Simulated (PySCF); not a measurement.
C5H9PSi.
Cartesian coordinates in Å at the GFN2-xTB level; atoms count from 1:
```
atom  x, y, z in Å
Si1    2.6564    0.5725    0.0685
C2     1.2751   -0.6167    0.4741
C3     0.6367   -1.7134    0.1295
P4    -0.0393   -1.0982    1.7048
C5    -1.4897   -0.0846    1.1234
C6    -2.0672   -0.2321   -0.2534
C7    -1.3501    1.0223    0.1218
H8     3.7563    0.3075    0.9947
H9     2.1591    1.9406    0.2262
H10    3.0599    0.3318   -1.3195
H11    0.5904   -2.4972   -0.5952
H12   -2.1946    0.0770    1.9329
H13   -1.5678   -0.9053   -0.9373
H14   -3.1403   -0.2091   -0.3722
H15   -0.3729    1.1862   -0.3127
H16   -1.9196    1.9278    0.2705
```

Level of theory: TDDFT PBE0/def2-SVPD, vertical, gas phase, core orbitals frozen in the response in PySCF 2.14.0, density-fitted response routines.

Ground-to-excited transition dipoles (e·a0, same axes as the geometry; the sign carries no meaning), for the states with f of 0.002 or more among the lowest 7:

```csv
state,E (eV),μx,μy,μz
S1,4.562,-0.281,-0.176,-0.001
S2,4.772,-0.034,0.087,-0.095
S3,5.341,-0.199,-0.256,0.005
S4,6.080,0.254,0.103,-0.099
S5,6.291,-0.819,-0.058,0.420
S6,6.516,-0.422,-0.264,0.059
S7,6.535,0.419,0.073,-0.428
```

Problem. What oscillator strength does each state have?

Solution. f = (2/3) ΔE |μ|² with ΔE in hartree (27.2114 eV).

| state | \|μ\|² (au) | \|μ\| (D) | f |
| --- | --- | --- | --- |
| S1 | 0.110 | 0.84 | 0.012 |
| S2 | 0.018 | 0.34 | 0.002 |
| S3 | 0.105 | 0.82 | 0.014 |
| S4 | 0.085 | 0.74 | 0.013 |
| S5 | 0.850 | 2.34 | 0.131 |
| S6 | 0.251 | 1.27 | 0.040 |
| S7 | 0.365 | 1.53 | 0.058 |

Problem. Which bond between heavy atoms lies closest to the direction of the S5 transition dipole?

Solution. C2–P4, at 19° from it; next Si1–C2 at 37°.

Problem. What angle do the transition dipoles of S3 and S4 make?

Solution. |cos θ| = |μa·μb| / (|μa| |μb|) = 0.82, so θ ≈ 35° (taken between 0 and 90°, since the signs are arbitrary).

Problem. What peak molar absorption coefficient would the strongest computed level give as a lone Gaussian band 0.3 eV wide at half height?

Solution. ε(max) = 2.175×10⁸ f / FWHM, with the width in cm⁻¹. S5: 2.175×10⁸ × 0.1310 / 2420 ≈ 12000 L mol⁻¹ cm⁻¹.

One conformer stands for the species.
